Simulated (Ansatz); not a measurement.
```xyz
9

N     1.6136   -0.5703    0.3171
B     0.2777   -0.8857    0.1458
Sn   -1.2194    0.7395   -0.2750
H     2.3182   -1.2658    0.5068
H     1.9822    0.3651    0.2667
H    -0.0458   -2.0353    0.2279
H    -2.4540    0.8283    0.9071
H    -2.0078    0.5410   -1.7813
H    -0.4649    2.2833   -0.3153
```

Charge 0, multiplicity 1. Sn: def2 effective core potential.

**Question.** List the ωB97M-V/def2-TZVPP orbital energies in eV (Ansatz). (Estimate.)

**Answer.** Computed: Occupied: -395.17, -187.98, -142.22, -96.79, -96.78, -96.74, -30.41, -30.40, -30.32, -30.26, -30.26, -27.51, -17.88, -17.38, -16.27, -13.31, -11.68, -10.82, -10.74, -9.60. Lowest empty: 1.24, 1.82, 2.19, 2.61, 2.86, 2.93, 3.47, 3.92.
